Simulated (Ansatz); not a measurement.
Geometry optimisation, RHF/def2-SVP (Ansatz 0.2.0).

The input (input.yaml):

```yaml
crystal:
  periodic: [false, false, false]
  atoms:
    - { symbol: Ge, position_ang: [-0.859042, 0.093282, 0.408525] }
    - { symbol: H, position_ang: [1.551269, 0.266472, 1.736042] }
    - { symbol: Cl, position_ang: [2.511597, -0.161503, 0.934823] }
    - { symbol: Cl, position_ang: [-1.003509, 1.667002, -1.110374] }
    - { symbol: O, position_ang: [-1.141857, -1.272471, -0.65941] }
    - { symbol: H, position_ang: [-1.135057, -2.135582, -0.268906] }
basis:
  gaussian: { orbitals: def2-SVP }
hamiltonian:
  xc: hf
relax:
  f_tol: 0.03
  max_steps: 50
```

Run as:

```bash
$ ansatz run input.yaml --threads 1 --pin off --max-ram 2048MiB --backend cpu --events-out ev --progress --plain --runs-dir out
```

Task: Where does it end, and by what steps?

Result: It converged. The force dipped under the threshold on the way, but the program's further checks kept it going. After 39 steps the energy has fallen by 0.250 eV; H2 moved furthest, 1.08 Å.

```
step  energy less start (eV)  largest force component (eV/Å)  accepted
   0                  0.0000                           1.314       yes
   2                 -0.1152                           0.340       yes
   4                 -0.1346                           0.276       yes
   6                 -0.1562                           0.062       yes
   8                 -0.1623                           0.101       yes
  10                 -0.1631                           0.122       yes
  12                 -0.1647                           0.053       yes
  14                 -0.1651                           0.164        no
  16                 -0.1663                           0.035       yes
  18                 -0.1670                           0.077       yes
  20                 -0.1674                           0.277        no
  22                 -0.1690                           0.210       yes
  24                 -0.1741                           0.129       yes
  26                 -0.1839                           1.027        no
  28                 -0.1965                           0.544       yes
  30                 -0.2265                           0.263       yes
  32                 -0.2393                           0.384       yes
  34                 -0.2468                           0.136       yes
  36                 -0.2493                           0.092       yes
  38                 -0.2502                           0.043       yes
  39                 -0.2503                           0.027       yes
```

```xyz
6
Properties=species:S:1:pos:R:3
Ge -1.373 -0.121 0.480
H 1.934 0.638 0.792
Cl 1.965 -0.267 1.690
Cl -0.425 1.644 -0.482
O -0.956 -1.269 -0.784
H -1.222 -2.168 -0.654
```

Run time: 88 s on 1 thread of Arm Neoverse V1, on a shared host, peak memory 0.19 GiB.
